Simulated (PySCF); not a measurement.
C4H9F3Si, SMILES FC(F)([SiH2]C(C)C)F, singlet at its GFN2-xTB optimised geometry (Å):

```
17

C     -0.7824    -0.7551     4.2565
C     -0.3544     0.1124     3.0726
C     -0.6341     1.5888     3.3728
Si    -1.2073    -0.4685     1.4715
C     -0.4455     0.5590     0.0000
F      0.9040     0.5590     0.0000
F     -0.8157     1.8562     0.0000
F     -0.8167     0.0697    -1.2003
H     -0.2661    -0.4423     5.1621
H     -1.8523    -0.6664     4.4291
H     -0.5532    -1.8022     4.0767
H      0.7303    -0.0025     2.9523
H     -1.6980     1.7563     3.5261
H     -0.1102     1.8919     4.2778
H     -0.3006     2.2285     2.5595
H     -0.9040    -1.8562     1.1228
H     -2.6373    -0.1670     1.4131
```

Method: PySCF with B3LYP/def2-SVP. Cells within 0.4 Å of a nucleus heavier than hydrogen are left out (blank, or x).

Map of the electrostatic potential (hartree/e), clipped to [-0.08, 0.12] on the plane z = 0.0 Å:

```
|1111111110000000001111111111111|
|1111111100000000000111111111111|
|1111111000000000000001111111111|
|1111110000000000000000111111111|
|1111100000011100000000011111111|
|1111100001379620000000000111111|
|1111100003999992000000000011111|
|11111100179xxx97210000000011111|
|11111100199xxx99421000000001111|
|11111111299xxx99953100000001111|
|1111111238999999999941000001111|
|1111122359999999999996100000111|
|1111223469999xx999xx99300000111|
|111222347999xxx99xxx99300001111|
|1122233579999xx999xx99200001111|
|1122234589999999999995100001111|
|1222234689999999999731000011111|
|1222234689999999853200000011111|
|1222234579999987532100000111111|
|2222234567777655432111111111111|
|2222233455555443322111111111111|
|2222223334444332222111111111111|
|2222222233333322221111111111111|
|2222222222222222211111111111111|
|2222222222222222111111111111111|
|2222222222222221111111111111111|
|1222222222222211111111111111111|
|1122222111111111111111111111111|
|1111111111111111111111111111111|
|1111111111111111111111111111111|
|1111111111111111111111111111111|
```
Scale: ten equal steps from -0.026 (start of '0') to 0.120 (end of '9'), in the order '0123456789'; x runs from -4.00 to 4.00, y from -4.00 (bottom) to 4.00 (top).
